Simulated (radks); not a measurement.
Q: These are the eigenvalues of the occupied orbitals of an atom or ion with whole-number occupations (eV). Calculated with a radial shooting solver on a logarithmic mesh with Libxc functionals: non-relativistic Kohn-Sham, PBE, spin-polarised, spherical densities, point nucleus.

orbital  eigenvalue
1s up     -34430.64
1s down   -34430.21
2s up     -5423.110
2s down   -5422.324
2p up     -5121.952
2p down   -5121.278
3s up     -1276.493
3s down   -1275.870
3p up     -1148.448
3p down   -1147.785
3d up     -910.4189
3d down   -909.6357
4s up     -384.3385
4p up     -337.1876
4p down   -334.4358
4d up     -254.7444
4d down   -252.1797

Which element is it, and in what charge state? The configuration may be excited. Open shells, if any, are filled with parallel spins first.

A: Z = 55, caesium, charge +11: Cs11+ in [Ar] 3d10 4s1 4p6 4d9. The list shows which subshells hold electrons but not how many an open one holds; the 1s level, -1265.3 hartree, gives Z - s = 50.3 by -(Z - s)^2/2, which with screening narrows Z to a few neighbours, and the depths of the outer levels then fix element, charge and occupations together.
